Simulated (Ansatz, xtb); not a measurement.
C5H9NOS: which of two isomers lies lower

Structure I is `CO[C@@H]1CC(S)=C1N`, a singlet and structure II is `[H]/N=C1/[C@H](S)C[C@H]1OC`, a singlet. Both are isolated molecules in the gas phase, relaxed with PBE0-D3(BJ)/def2-SVP; the shapes shown needn't be the lowest conformers.

I (Å):

```yaml
atoms:
  - { symbol: C, position_ang: [-2.4983, -0.5338, 1.2143] }
  - { symbol: C, position_ang: [-0.4554, 0.4333, 1.8387] }
  - { symbol: C, position_ang: [0.2540, 1.4813, 2.7318] }
  - { symbol: C, position_ang: [0.8989, 1.9625, 1.4517] }
  - { symbol: C, position_ang: [0.2348, 1.0910, 0.6559] }
  - { symbol: N, position_ang: [0.2698, 0.7740, -0.6692] }
  - { symbol: O, position_ang: [-1.8473, 0.4787, 1.9148] }
  - { symbol: S, position_ang: [2.2152, 3.0568, 1.0886] }
  - { symbol: H, position_ang: [-2.1391, -1.5394, 1.5102] }
  - { symbol: H, position_ang: [-2.3804, -0.4447, 0.1157] }
  - { symbol: H, position_ang: [-3.5716, -0.4660, 1.4412] }
  - { symbol: H, position_ang: [-0.0908, -0.5998, 2.0194] }
  - { symbol: H, position_ang: [0.9205, 1.0655, 3.5058] }
  - { symbol: H, position_ang: [-0.4622, 2.1770, 3.1975] }
  - { symbol: H, position_ang: [1.6305, 4.2020, 1.5162] }
  - { symbol: H, position_ang: [0.7072, 1.4701, -1.2643] }
  - { symbol: H, position_ang: [-0.5676, 0.3690, -1.0653] }
```

II (Å):

```xyz
17

C     2.1208    1.0510    1.5228
C     0.3921   -0.1965    0.5518
C    -0.4545   -0.4737   -0.7056
C    -1.6055   -0.9861    0.1933
C    -0.9157   -0.2850    1.3457
N    -1.3985    0.1850    2.4096
O     1.1060    0.9900    0.5625
S    -1.5398   -2.8009    0.3541
H     2.6365    2.0134    1.4018
H     2.8578    0.2352    1.3906
H     1.7335    0.9935    2.5573
H     1.0383   -1.0657    0.7858
H    -0.7289    0.4778   -1.1825
H    -0.0407   -1.1617   -1.4552
H    -2.6246   -0.6488   -0.0421
H    -2.2351   -2.8635    1.5107
H    -0.6799    0.6951    2.9341
```

Quicker runs give these differences E(II) − E(I): GFN2-xTB −1.78 kcal/mol; HF/STO-3G −6.22 kcal/mol (at GFN2-xTB geometries); r2SCAN-D4/def2-SVP +2.84 kcal/mol (at GFN2-xTB geometries).

Task: Estimate which is lower in electronic energy at CCSD(T)/def2-SVP + ΔMP2/def2-TZVPP, and by roughly how much.

Result: CCSD(T)/def2-SVP + ΔMP2/def2-TZVPP gives E(II) − E(I) = −0.99 kcal/mol, slightly favouring structure II, which is too small a margin to settle the true order.

The same difference at several levels:

```
                             level              geometry  E(II) − E(I) (kcal/mol)  departure from the last row (kcal/mol)  job, with rough time for the two
                          GFN2-xTB              GFN2-xTB                     −1.78                                   −0.80              optimisation, 0.47 s
                         HF/STO-3G              GFN2-xTB                     −6.22                                   −5.23               single point, 1.1 s
                r2SCAN-D4/def2-SVP              GFN2-xTB                     +2.84                                   +3.83               single point, 7.2 s
              PBE0-D3(BJ)/def2-SVP  PBE0-D3(BJ)/def2-SVP                     +2.68                                   +3.67             optimisation, 3.6 min
                       HF/def2-SVP  PBE0-D3(BJ)/def2-SVP                     −0.84                                   +0.15           part of the CCSD(T) run
                      MP2/def2-SVP  PBE0-D3(BJ)/def2-SVP                     −0.29                                   +0.70           part of the CCSD(T) run
                  CCSD(T)/def2-SVP  PBE0-D3(BJ)/def2-SVP                     −2.20                                   −1.22                      single point
CCSD(T)/def2-SVP + ΔMP2/def2-TZVPP  PBE0-D3(BJ)/def2-SVP                     −0.99                                                     single point, 4.2 min
```

As drawn, II has 1 C=N, 1 C–C, 1 C–H in place of 1 C=C, 1 C–N, 1 N–H.

The largest departure from CCSD(T)/def2-SVP + ΔMP2/def2-TZVPP is that of HF/STO-3G, 5.23 kcal/mol. The last row adds to CCSD(T) the change of the MP2 difference between the two basis sets, here +1.22 kcal/mol.

With thermal terms from frequencies at re-optimised GFN2-xTB minima (ideal gas, soft modes damped towards free rotors, one conformer each, 298.15 K, 1 atm): the zero-point term adds +0.22 kcal/mol; ΔH is −1.04 and ΔG −0.66 kcal/mol.

The correlated steps freeze 12 core orbitals. Programs: Ansatz 0.2.0, xtb 6.7.1; the last row on 2 threads of Intel(R) Xeon(R) Processor @ 2.70GHz on a shared host.
